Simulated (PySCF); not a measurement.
# I (iodine, neutral) across methods

[Kr] 4d10 5s2 5p4 5d1, one real determinant (an excited configuration). Computed with PySCF 2.14 in aug-cc-pVTZ-PP with ECP28MDF (6s5p4d2f, 55 functions), with a scalar-relativistic core potential. The B2PLYP total includes its PT2 part (frozen core); its orbital energies are those of the SCF part.

```
method  E (hartree)  mean ε 5p α (eV)  mean ε 5p β (eV)  mean ε 5d α (eV)  Σ⟨r²⟩ (bohr²)   ⟨S²⟩
   UHF   -294.36534           -14.231           -12.033            -1.670          68.92  3.764
  PBE0    -295.3861           -10.984            -9.469            -0.311          68.52  3.755
   PBE    -295.3630            -9.638            -8.303             0.249          68.80  3.753
B2PLYP    -295.0933           -12.063           -10.428            -0.641          68.87  3.756
r2SCAN    -295.4909           -10.111            -8.628             0.224          68.53  3.756
  BP86    -295.5086            -9.733            -8.488             0.153          68.86  3.753
 wB97X    -295.4078           -13.203           -11.754            -1.599          68.19  3.753
   LDA    -294.9477            -9.757            -8.468             0.325          68.89  3.752
   M06    -295.4299           -10.592            -9.155            -0.062          68.46  3.752
```

⟨L²⟩ = 8.09 against 12 for a pure F term, so this real determinant mixes terms. Energies and moments cover only the electrons outside the core potential. The outer electron is Rydberg-like, and this basis confines it to a smaller radius and binds it less than a complete one would.

The highest occupied level is positive at PBE, r2SCAN, BP86, LDA: only the finite basis holds that electron, which in a density functional comes from self-interaction.
